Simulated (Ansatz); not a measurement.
Ideal-gas functions of `[F][AlH][SbH2]` at 800 K and 1 bar, from an Ansatz frequency run at PBE0-D4/def2-TZVP.

Molar mass 170.76 g/mol, point group C1 (symmetry number 1), electronic degeneracy 1, moments of inertia 28.046, 323.01, 345.416 u Å². Harmonic wavenumbers (cm⁻¹, unscaled): 77, 129, 288, 329, 473, 495, 650, 828, 830, 1934, 1956, 1963.

Use S(trans) = R[1.5 ln M + 2.5 ln T − 1.1517]; rotational temperatures θ = 24.2544 K / I; S(rot) = R[ln(√π/σ · √(T³/θAθBθC)) + 1.5]; for each mode x = 1.438777 ν̃/T, S = R[x/(eˣ − 1) − ln(1 − e⁻ˣ)] and H = RT x/(eˣ − 1); 1 cm⁻¹ = 0.0119627 kJ/mol; R = 8.31446 J/(mol·K).

Question: By hand: the entropy, in J/(mol·K).

Answer: Translation 193.5. Rotation: θ = 0.8648, 0.0751, 0.0702 K, giving 123.0. Vibration, mode by mode: 24.76, 20.48, 13.88, 12.80, 9.91, 9.55, 7.47, 5.73, 5.71, 1.18, 1.14, 1.13, in all 113.7. Electronic 0.0. Sum 430.2 J/(mol·K).

Question: By hand: H − E and G − E in kJ/mol, counted from the electronic energy.

Answer: Zero-point energy ½ × 9952 × 0.0119627 = 59.5; thermal vibration 41.8; translation, rotation and pV give 4 RT = 26.6. H − E = 127.9 kJ/mol, and G − E = 127.9 − 800 × 430.2/1000 = -216.3 kJ/mol.

Vibration gives 26 % of the entropy, 45.2 J/(mol·K) of it from the modes under 150 cm⁻¹: soft modes count most, and the harmonic formula is weakest for them. The sum counts one conformer and one mirror image; others add a mixing term.
